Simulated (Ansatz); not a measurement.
`[OH][InH][B](Cl)Cl` and `ClB(Cl)[SeH]` differ in one atom or group.

Ansatz, PBE0-D4/def2-TZVP geometries, multiplicity 1. Each molecule was computed in one conformer, which needn't be the lowest.

Elements past krypton have def2 core potentials. Scalar relativity is left out up to krypton.

| property | `[OH][InH][B](Cl)Cl` |
| --- | --- |
| ideal-gas entropy at 298 K and 1 bar (rigid rotor, harmonic PBE0-D4/def2-TZVP) / J/(mol·K) | 394 |
| size of the dipole moment (B3LYP/def2-TZVPP) / D | 1.79 |
| HOMO energy (PBE0/def2-TZVPP) / eV | -7.55 |
| HOMO–LUMO gap (ωB97M-V/def2-TZVPP) / eV | 9.37 |
| LUMO energy (PBE0/def2-TZVPP) / eV | -2.27 |
| HOMO energy (ωB97M-V/def2-TZVPP) / eV | -9.64 |

What does the change do to each property? (Best estimate.)

The calculation gave: 
```
                                                                                  property  `ClB(Cl)[SeH]`  shift
ideal-gas entropy at 298 K and 1 bar (rigid rotor, harmonic PBE0-D4/def2-TZVP) / J/(mol·K)             324    -70
                                          size of the dipole moment (B3LYP/def2-TZVPP) / D            1.02  -0.77
                                                        HOMO energy (PBE0/def2-TZVPP) / eV           -7.82  -0.27
                                                   HOMO–LUMO gap (ωB97M-V/def2-TZVPP) / eV           10.55   1.18
                                                        LUMO energy (PBE0/def2-TZVPP) / eV           -1.44   0.83
                                                     HOMO energy (ωB97M-V/def2-TZVPP) / eV           -9.93  -0.29
```

With PBE0 the HOMO falls by 0.27 eV and the LUMO rises by 0.83 eV, so the gap widens by about 1.10 eV. PBE moves the HOMO by -0.35 eV and ωB97M-V by -0.29 eV. The zero-point energy changes by -27.4 kJ/mol with -6 modes. Dipoles are sizes alone; their direction can turn. Modes under 60 cm⁻¹, often nearly free rotors, make the harmonic entropy too high.

B3LYP here is the variant with VWN-RPA as its local correlation; programs differ in this.

Spin–orbit coupling is left out; it splits and shifts lone-pair levels of the heavy atoms by tenths of an eV.
